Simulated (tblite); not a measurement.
A tight-binding relaxation on `COC1=CCPC1`.

Computed with GFN2-xTB geometry optimisation, gas phase (tblite 0.8.0). Start geometry: from a force field or distance geometry. The command runs a driver script over a list of jobs; the input below is this job's line of settings and its coordinates in Å.

Command:
```bash
OMP_NUM_THREADS=1 python probes_run.py task.json out
```

Input:
```
{"job": {"kind": "relax", "xc": "GFN2-xTB", "basis": "xTB"}, "charge": 0, "multiplicity": 1}
C      2.389900    -0.714200    -0.262900
O      1.624800     0.498700    -0.197200
C      0.279500     0.380000    -0.024000
C     -0.451400    -0.734800     0.077100
C     -1.922800    -0.639000     0.275500
P     -2.155400     1.078800    -0.310100
C     -0.456700     1.689200     0.032500
H      3.439900    -0.439400    -0.391600
H      2.299300    -1.288200     0.667600
H      2.069300    -1.313500    -1.119600
H     -0.015300    -1.733800     0.067400
H     -2.464500    -1.352400    -0.359900
H     -2.202000    -0.784800     1.325300
H     -1.953100     0.824200    -1.689200
H     -0.124500     2.397500    -0.728500
H     -0.364500     2.140600     1.038700
```

Question: What does the run print?

Answer: 
```
step      E/eV     max force
  0    -594.37676    2.817
  1    -594.51576    1.488
  2    -594.59441    0.453
  3    -594.61348    0.381
  4    -594.62945    0.410
  5    -594.63606    0.194
  6    -594.64004    0.160
  7    -594.64367    0.148
  8    -594.64687    0.158
  9    -594.64886    0.100
... (34 lines left out)
 44    -594.65787    0.020
 45    -594.65791    0.021
 46    -594.65798    0.027
 47    -594.65806    0.025
 48    -594.65815    0.023
 49    -594.65821    0.023
 50    -594.65826    0.022
 51    -594.65831    0.025
 52    -594.65835    0.016
 53    -594.65837    0.009
```

«max force» is the largest atomic force in eV/Å.

Summary of the converged run: energy lowered by 6.5 kcal/mol over 53 steps; largest atomic force 0.009 eV/Å at the end.

The run took 0.31 s wall on Arm Neoverse V1, one thread, on a shared host.
Labels such as C1 count atoms from 1, the log's own numbers from 0.
